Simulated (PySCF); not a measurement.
Computed shifts of a molecule C2H6BFO2, PBE/pcSseg-1 (PySCF), GIAO, gas phase, equivalent atoms averaged, in ppm (number of nuclei): ¹³C: 61.6 (2). ¹⁹F: -55.5 (1). ¹H: 4.05 (4), 0.25 (2). References: ¹⁷O against H2O (σ = 334.3 ppm); ¹³C against TMS (σ = 182.0 ppm); ¹¹B against BF3 (σ = 83.9 ppm); ¹⁹F against CFCl3 (σ = 133.6 ppm); ¹H against TMS (σ = 31.49 ppm), references at their B3LYP-D3(BJ)/def2-TZVP geometries, non-relativistic. The structure is a stationary point at B3LYP-D3(BJ)/def2-SVP. Other conformers were not sampled.

Question: Pick the molecule that these values belong to.
(A) COCB(O)F
(B) OCB(F)CO
(C) COB(F)CO
(D) COB(F)OC

Answer: B, OCB(F)CO
